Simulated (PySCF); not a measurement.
Job file and geometry (Å, from GFN2-xTB) of an NMR shielding run on SMILES CC(C)[Si@@H](C=O)[C@@H](C)F, C₆H₁₃FOSi, PySCF, GIAO PBE0/pcSseg-1 NMR shielding, non-relativistic, gas phase; density fitting, a coarse starting grid and PySCF grid level 2 are the driver's defaults:

```
$ OMP_NUM_THREADS=1 python probes_run.py task.json out

{"job": {"kind": "nmr", "xc": "PBE0", "basis": "pcSseg-1"}, "charge": 0, "multiplicity": 1}
C     -1.181901     1.840293    -0.125248
C     -1.068171     0.339045    -0.394952
C     -2.450323    -0.314722    -0.344395
Si     0.143571    -0.492976     0.833766
C      0.221947    -2.376134     0.438576
O      1.134253    -2.901690    -0.148136
C      1.941347     0.173426     0.644366
C      2.479283     0.142473    -0.777145
F      1.973314     1.489048     1.112381
H     -1.621495     2.020395     0.852673
H     -1.813664     2.315040    -0.874356
H     -0.206864     2.318891    -0.147766
H     -0.682912     0.211947    -1.414300
H     -2.391058    -1.371226    -0.594919
H     -3.122017     0.166442    -1.053500
H     -2.885266    -0.221385     0.648026
H     -0.306153    -0.342066     2.224047
H     -0.634573    -3.002031     0.768588
H      2.624550    -0.371642     1.306707
H      3.499250     0.521504    -0.805736
H      1.865629     0.757881    -1.431109
H      2.470841    -0.883126    -1.134892
```

Question: What does the program print?

Answer: 
```
coarse grid: 18376 points
cycle   1  E = -700.1310271018  dE =  7.931e-01  |g| = 8.913e-01  |ddm| = 4.006e+00
cycle   2  E = -699.7227675157  dE =  4.083e-01  |g| = 1.703e+00  |ddm| = 1.891e+00
cycle   3  E = -700.2812642622  dE = -5.585e-01  |g| = 2.263e-01  |ddm| = 1.417e+00
cycle   4  E = -700.2910266064  dE = -9.762e-03  |g| = 7.949e-02  |ddm| = 1.924e-01
cycle   5  E = -700.2920854537  dE = -1.059e-03  |g| = 2.192e-02  |ddm| = 6.196e-02
cycle   6  E = -700.2921765370  dE = -9.108e-05  |g| = 6.369e-03  |ddm| = 1.795e-02
cycle   7  E = -700.2921845144  dE = -7.977e-06  |g| = 1.405e-03  |ddm| = 5.365e-03
final grid: 171824 points
cycle   8  E = -700.3622932046  dE = -3.274e-05  |g| = 1.535e-02  |ddm| = 3.104e-02
cycle   9  E = -700.3622018586  dE =  9.135e-05  |g| = 2.682e-02  |ddm| = 2.666e-02
cycle  10  E = -700.3623400474  dE = -1.382e-04  |g| = 3.826e-03  |ddm| = 1.738e-02
cycle  11  E = -700.3623431205  dE = -3.073e-06  |g| = 3.960e-04  |ddm| = 2.647e-03
cycle  12  E = -700.3623431409  dE = -2.038e-08  |g| = 2.015e-04  |ddm| = 4.001e-04
cycle  13  E = -700.3623431475  dE = -6.570e-09  |g| = 3.116e-05  |ddm| = 1.291e-04
cycle  14  E = -700.3623431477  dE = -1.694e-10  |g| = 1.359e-05  |ddm| = 4.414e-05
converged SCF energy = -700.3623431477

GIAO shielding tensors (ppm)
atom      isotropic    diamagn.    paramagn.     s11        s22        s33       span
  0 C      165.503     248.356     -82.853    151.871    159.156    185.481     33.610
  1 C      169.407     252.328     -82.922    162.401    171.377    174.442     12.041
  2 C      165.756     247.483     -81.726    152.847    157.469    186.954     34.107
  3 Si     383.608     883.277    -499.669    340.197    397.727    412.900     72.704
  4 C      -64.404     256.456    -320.860   -204.744    -87.123     98.656    303.399
  5 O     -608.392     399.862   -1008.254  -1707.967   -542.376    425.165   2133.132
  6 C       99.286     249.834    -150.548     54.726     75.006    168.127    113.401
  7 C      165.635     250.283     -84.647    147.463    165.893    183.551     36.088
  8 F      417.585     476.387     -58.802    371.561    406.283    474.910    103.348
  9 H       30.782      31.216      -0.434     27.656     28.434     36.254      8.598
 10 H       30.487      30.392       0.095     26.453     27.531     37.477     11.023
 11 H       30.064      31.720      -1.656     24.220     30.031     35.942     11.721
 12 H       30.255      35.100      -4.844     26.427     28.962     35.378      8.952
 13 H       30.298      30.922      -0.624     25.566     27.926     37.403     11.837
 14 H       30.332      29.675       0.657     25.976     27.793     37.227     11.251
 15 H       30.427      30.478      -0.051     26.356     28.853     36.073      9.717
 16 H       27.321      31.110      -3.789     23.495     26.642     31.827      8.331
 17 H       19.078      28.872      -9.794     12.288     19.942     25.004     12.716
 18 H       26.686      30.656      -3.969     24.236     26.135     29.688      5.452
 19 H       29.751      28.298       1.453     25.796     27.009     36.447     10.651
 20 H       30.280      32.846      -2.566     25.814     31.132     33.895      8.081
 21 H       30.098      31.154      -1.056     25.509     27.974     36.813     11.304
```

Question: Turn these shieldings into chemical shifts. References, each an isolated molecule treated in the same way: ¹³C (σref 186.93) and ²⁹Si (σref 349.16) and ¹H (σref 31.72) vs TMS; ¹⁷O (σref 336.08) against H2O; ¹⁹F (σref 170.95) vs CFCl3.

Answer: Averaging equivalent atoms: C 4: 251.3; C 6: 87.6; C 0: 21.4; C 7: 21.3; C 2: 21.2; C 1: 17.5; Si 3: -34.5; O 5: 944.5; F 8: -246.6; H 17: 12.64; H 18: 5.03; H 16: 4.40; H 19/20/21: 1.67; H 12: 1.46; H 13/14/15: 1.36; H 9/10/11: 1.27 ppm. Unscaled 19F shifts against computed CFCl3 carry errors that often reach 10 to 50 ppm. Unscaled 17O shifts of doubly bonded oxygen tend to come out too high, by tens of ppm or more. Experimental scales use liquid or dissolved standards, which lie at an offset from isolated H2O (liquid H2O: subtract about 36 ppm).

Size and cost of the density-fitted run: 225 basis functions, 76 s wall time on 1 thread of an Arm Neoverse N1, shared host; peak memory 1 GiB.
